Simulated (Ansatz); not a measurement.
Diatomic ZnH, multiplicity 2 (the spin of the measured ground state). No spin–orbit coupling. Zn is treated without relativity.

D_e counts from the fitted minimum to each atom's lowest state at the same level, without counterpoise.

Correlated levels freeze the inner cores; with def2 sets outer-core shells near the valence are correlated too.

The values were computed with Ansatz (a quantum-chemistry and plane-wave program). 

PBE/def2-TZVPP gives 22.48 kcal/mol for the bond energy D_e.

Problem. How do the other levels lie against it? Give each less PBE: r2SCAN/def2-TZVPP, B3LYP/def2-TZVPP, wB97M-V/def2-TZVPP, CCSD(T)/def2-QZVPP.

Solution. r2SCAN/def2-TZVPP 5.81; B3LYP/def2-TZVPP 0.29; wB97M-V/def2-TZVPP 1.61; CCSD(T)/def2-QZVPP 1.62 kcal/mol. 4 of 4 lie above PBE; the widest gap is to r2SCAN/def2-TZVPP.
